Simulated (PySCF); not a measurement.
Compound: C₇H₁₁N.
SMILES: `[H]/N=C/[C@]12CC[C@H]1CC2`

Jobs on this species (19 atoms, 60 electrons) with PySCF (density fitting). Hardware of each: Arm Neoverse V1, one thread, on a shared host. The host was shared with other jobs, so the times are rough. Peak memory is the resident size of the whole Python process, interpreter and libraries included.

Problem. Rank these jobs by wall time, shortest first.
A. B97-2/6-311G**, grid level 3; 12 singlets by full TDDFT, polarisability, density and orbital grids written; 210 basis functions
B. LC-wPBE/IGLO-II, energy threshold 1e-11 Eh; spin–spin couplings from 19 perturbed nuclei, spin–dipole term for 1 of them; 242 basis functions
C. PBE0/pcSseg-1, energy threshold 1e-06 Eh; shieldings, ring-centre shieldings, charges and field gradients; 191 basis functions

Solution. C (28 s), A (56 s), B (96 s).

All jobs:

```tsv
level and settings	work	basis functions	SCF cycles	wall time	peak memory
PBE0/pcSseg-1, energy threshold 1e-06 Eh	shieldings, ring-centre shieldings, charges and field gradients	191	8	28 s	0.84 GiB
PBE0/IGLO-II, fitting basis def2-universal-jkfit	shieldings, ring-centre shieldings	242	10	35 s	0.93 GiB
B97-2/6-311G**, grid level 3	12 singlets by full TDDFT, polarisability, density and orbital grids written	210	13	56 s	0.90 GiB
LC-wPBE/IGLO-II, energy threshold 1e-11 Eh	spin–spin couplings from 19 perturbed nuclei, spin–dipole term for 1 of them	242	13	96 s	1.0 GiB
```

Problem. What do all jobs in the table cost together?

Solution. About 3.6 min; the longest takes about 45 % of that, and about 3.4 times as long as the shortest.
